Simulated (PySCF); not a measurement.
## Heteronuclear NMR

Geometry:
| atom | x (Å) | y (Å) | z (Å) |
| --- | --- | --- | --- |
| C1 | -2.985 | 0.668 | -0.970 |
| C2 | -1.707 | 0.491 | -1.293 |
| C3 | -0.729 | -0.222 | -0.497 |
| C4 | -1.132 | -0.869 | 0.800 |
| N5 | 0.463 | -0.248 | -0.957 |
| N6 | 1.480 | -0.930 | -0.574 |
| C7 | 2.492 | -0.596 | 0.103 |
| C8 | 2.685 | 0.693 | 0.841 |
| H9 | -3.412 | 0.278 | -0.062 |
| H10 | -3.654 | 1.216 | -1.612 |
| H11 | -1.317 | 0.902 | -2.215 |
| H12 | -1.467 | -0.114 | 1.511 |
| H13 | -1.948 | -1.570 | 0.634 |
| H14 | -0.287 | -1.407 | 1.228 |
| H15 | 3.291 | -1.325 | 0.147 |
| H16 | 1.841 | 1.358 | 0.670 |
| H17 | 2.779 | 0.500 | 1.909 |
| H18 | 3.599 | 1.182 | 0.507 |

Calculated, not measured (PySCF): geometry from GFN2-xTB, PBE0/pcSseg-1 with gauge-including orbitals. Rapidly exchanging positions averaged, a single conformation, gas phase, no relativistic terms.

Q: Where does 15N resonate?

A: 
```json
{"atoms": "N5", "environment": "imine nitrogen", "σ (ppm)": "-127.0", "δ (ppm)": "-31.0"}
{"atoms": "N6", "environment": "imine nitrogen", "σ (ppm)": "-124.2", "δ (ppm)": "-33.6"}
```

Shieldings were converted by a linear fit to measured shifts: 15N: δ = -148.07 − 0.921σ (rms 6.3 ppm, 71 shifts vs CH3NO2, solution or neat liquid). A few per cent of atoms miss by over 2 rms, more outside the fitted compound classes.

On a 400 MHz spectrometer 15N resonates near 40.5 MHz, so 1 ppm is 40.5 Hz.
